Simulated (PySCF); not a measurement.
A structure optimised at r2SCAN-D4/def2-SVP, used in a PySCF frequency run:

```
C
O 1 1.3695
C 1 1.5458 2 110.40
H 3 1.1033 1 109.33 2 -58.88
H 3 1.1033 4 107.78 1 -118.73
H 3 1.1050 4 108.43 5 -117.18
C 1 1.5458 2 110.40 3 -120.00
H 7 1.1033 1 109.33 2 58.88
H 7 1.1033 8 107.78 1 118.73
H 7 1.1050 8 108.43 9 117.18
C 1 1.5458 2 110.40 3 120.00
H 11 1.1033 1 109.33 2 -58.88
H 11 1.1033 12 107.78 1 -118.73
H 11 1.1050 12 108.43 13 -117.18
K 2 2.2471 3 142.80 4 -53.90
```
Charge 0, spin multiplicity 1.

### Question
Write its SMILES, formula and point group.

### Answer
CC(C)(C)[O][K], C4H9KO, C3v

### Question
What are its rotational constants (standard atomic weights)?

### Answer
4.5539, 1.1329, 1.1329 GHz
